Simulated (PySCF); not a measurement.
Molecule: C2H7Ge, net charge -1, singlet state. It need not be the lowest isomer of its formula. Whether it binds its extra electron was not tested at this geometry. SMILES: [CH2-][GeH2][CH3]
Geometry from a B3LYP-D3(BJ)/def2-TZVP (Ansatz) optimisation:
```
Ge
H 1 1.5768
H 1 1.5768 2 104.34
C 1 1.8865 2 112.54 3 -122.31
H 4 1.0963 1 111.90 2 176.80
H 4 1.0963 5 109.98 1 -125.03
C 1 2.0481 2 100.13 3 103.31
H 7 1.0939 1 109.55 2 67.48
H 7 1.0939 8 108.03 1 -119.28
H 7 1.0963 8 108.74 9 -117.85
```
Charge -1, spin multiplicity 1.

Dispersion corrections to the total energy (kcal/mol) from the dftd3 and dftd4 libraries through PySCF: D3(BJ) without and D4 with the three-body term, each with the damping fitted for the functional named.

```csv
functional,D3(BJ),D4
BP86,-6.28,-6.04
PBE,-3.81,…
LC-wPBE,-3.69,…
B2PLYP,-3.26,-3.16
PW6B95,…,-3.98
r2SCAN,-1.07,-1.14
BHLYP,-5.52,-5.50
```

Problem. Fill in the missing entries.

Solution. 
- PBE, D4: -4.54
- LC-wPBE, D4: -5.04
- PW6B95, D3(BJ): -2.06
